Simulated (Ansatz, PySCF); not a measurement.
Gas-phase reaction R1 → P1 + P2, each structure at its B3LYP-D3(BJ)/def2-TZVP stationary point, reached from a drawn start (curvature not checked).
R1: Cl2H2Si (SMILES Cl[SiH2]Cl), charge 0, multiplicity 1.
P1: Cl2Si (SMILES Cl[Si]Cl), charge 0, multiplicity 1.
P2, H2 (SMILES [H][H]) (charge 0, multiplicity 1, Z-matrix in Å and degrees):
```
H
H 1 0.7440
```

P less R. No zero-point or thermal terms.

Cores are frozen in the correlated methods.

Programs: Ansatz (a quantum-chemistry and plane-wave program) with Gaussian orbitals; PySCF for the D3/D4 terms. No computed number here is a measurement.

```
level                    reaction energy (eV)
-----------------------  --------------------
SVWN5/def2-TZVPP                        1.768
PBE-D4/def2-TZVPP                       1.514
revPBE/def2-TZVPP                       1.375
r2SCAN-D4/def2-TZVPP                    1.766
B3LYP-D3(BJ)/def2-TZVPP                 1.573
BHLYP/def2-TZVPP                        1.789
BHLYP-D3(BJ)/def2-TZVPP                 1.824
B2PLYP/def2-TZVPP                           …
CCSD(T)/cc-pV(D+d)Z                         …
```

Question: Fill in the missing entries.

Answer: 
- B2PLYP/def2-TZVPP, reaction energy (eV): 1.640
- CCSD(T)/cc-pV(D+d)Z, reaction energy (eV): 1.617
